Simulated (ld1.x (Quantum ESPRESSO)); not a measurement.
**What one change does to a pseudopotential (Co, RRKJ)**

| Property | Result |
| --- | --- |
| Element | Co |
| Generator | ld1.x (Quantum ESPRESSO) 7.5 |
| Type | norm-conserving RRKJ (Kleinman–Bylander form) |
| Functional | LDA (PZ) |
| Relativity | non-relativistic |
| Frozen core | [Ne] |
| Valence charge | 17 |
| Reference configuration | 3s2 3p6 3d8 4s1 4p0 |
| Partial waves | 3s (bound): rc 1.10 bohr; 3d (bound): rc 1.75 bohr; 3p (bound): rc 1.00 bohr |
| Local potential | the p channel |
| Core correction | none |

Occupied shells without a wave of their own: 4s. They enter only through the test configuration that unscreens the potential.

All-electron outer shells of the reference configuration (LDA (PZ), non-relativistic, ld1.x):

```
shell  level (eV)  outermost node (bohr)  outermost maximum (bohr)
   2p     -760.63                      –                      0.17
   3s      -94.44                   0.32                      0.68
   3p      -60.18                   0.29                      0.68
   3d       -4.64                      –                      0.67
   4s       -4.47                   0.98                      2.47
   4p       -0.91                   1.07                      3.64
```

Change: local potential the s channel.

Cutoffs: the cutoffs (Ry, on a coarse ladder) from which the occupation-weighted sum of valence levels, in a spherical-Bessel basis at the reference potential, stays within 10 and 1 mRy of its value at 400 Ry; they do not see the model core or the augmentation charge, which bear on the density cutoff. Errors are all-electron minus pseudo energies relative to the spin-unpolarised reference configuration.

Task: Predict the effect on cutoff, ghosts and configuration errors.

Result: The potential gets harder (110 Ry and 160 Ry → 140 Ry and 200 Ry); the miss of the reference levels goes from 0.13 to 0.33 eV; of the 9 tests that both files solve, the error grows in 8 and shrinks in 0 by more than 15 % and 0.3 meV (median size 148.4 → 362.8 meV); the range in which the p phases agree narrows (upper end at the end of the scan → 0.8); neither file shows a bound ghost.

| quantity | base | changed |
| --- | --- | --- |
| cutoff, loose | 110 Ry | 140 Ry |
| cutoff, tight | 160 Ry | 200 Ry |
| loose cutoff by channel (10 mRy a level) | s 80 Ry, d 50 Ry, p 60 Ry | p 60 Ry, d 50 Ry, s 70 Ry |
| bound ghosts | none | none |
| largest miss of a reference level, eV | 0.13 | 0.33 |
| error for 3s2 3p6 3d7 4s2 4p0, meV [ΔE 1.58 eV] | +222 | +488 |
| error for 3s2 3p6 3d7 4s1 4p0, meV [ΔE 10.72 eV] | +17 | +19 |
| error for 3s2 3p6 3d7 4s0 4p0, meV [ΔE 27.56 eV] | -311 | -744 |
| error for 3s2 3p6 3d6 4s0 4p0, meV [ΔE 63.98 eV] | -286 | -906 |
| error for 3s2 3p6 3d7 4s1.5 4p0, meV [ΔE 5.24 eV] | +133 | +285 |
| error for 3s2 3p6 3d7 4s0 4p2, meV [ΔE 10.41 eV] | -148 | -333 |
| error for 3s1 3p6 3d7 4s2 4p0, meV [ΔE 109.08 eV] | -141 | +363 |
| error for 3s2 3p6 3d8 4s1 4p0 (spin-polarised), meV [ΔE -1.14 eV] | +48 | +57 |
| error for 3s2 3p6 3d7 4s2 4p0 (spin-polarised), meV [ΔE -0.42 eV] | +327 | +588 |
| s: phases at 1.91 bohr within 0.05 rad from the reference energy up to (Ry; the scan ends near 5) | -0.1 | -0.8 |
| p: phases at 1.91 bohr within 0.05 rad from the reference energy up to (Ry; the scan ends near 5) | to the end of the scan | 0.8 |
| d: phases at 1.91 bohr within 0.05 rad from the reference energy up to (Ry; the scan ends near 5) | 1.8 | 1.9 |

Base: The 4s level has no wave, so the channel is fitted at the deeper level alone: the likely source of the large errors. Changed file: The 4s level has no wave, so the channel is fitted at the deeper level alone: the likely source of the large errors.
